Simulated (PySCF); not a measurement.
Te(Cl)(SiH3) (ClH3SiTe), SMILES [SiH3][Te]Cl.

Coordinates come from a PBE0-D3(BJ)/def2-SVP optimisation. The def2 effective core potentials stand for the cores of Te; spin–orbit coupling is left out.

The numbers are results of B3LYP/def2-TZVPD (PySCF), not measurements.

Computed frontier levels, gap, dipole moment and polarisability:
```yaml
highest_occupied_level: -6.43 eV
lowest_empty_level: -3.04 eV
orbital_gap: 3.39 eV
dipole_moment: 2.15 D
quadrupole, principal values (traceless, Buckingham form, about the centre of nuclear charge): -3.20, -0.73, 3.93 D·Å
mean_static_polarisability: 87.8 bohr³ (13.01 Å³)
polarisability_principal_values: 70.4, 88.7, 104.2 bohr³
```
